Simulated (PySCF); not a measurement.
CH₉NSi₂, SMILES C[Si@@H](N)[SiH3].

Coordinates come from a PBE0-D3(BJ)/def2-SVP optimisation. The structure was generated by enumeration; whether it is a known compound was not checked. Other conformers were not sampled.

All values below come from PBE/def2-TZVP run with PySCF.

Gas-phase values at a fixed geometry.

Computed frontier levels, gap, dipole moment and polarisability:
- highest occupied level = -5.65 eV
- lowest empty level = -0.68 eV
- orbital gap = 4.97 eV
- dipole moment = 1.14 D
- quadrupole, principal values (traceless, Buckingham form, about the centre of nuclear charge) = -7.62, 1.67, 5.95 D·Å
- mean static polarisability = 81.4 bohr³ (12.06 Å³)
- polarisability, principal values = 70.9, 78.6, 94.7 bohr³
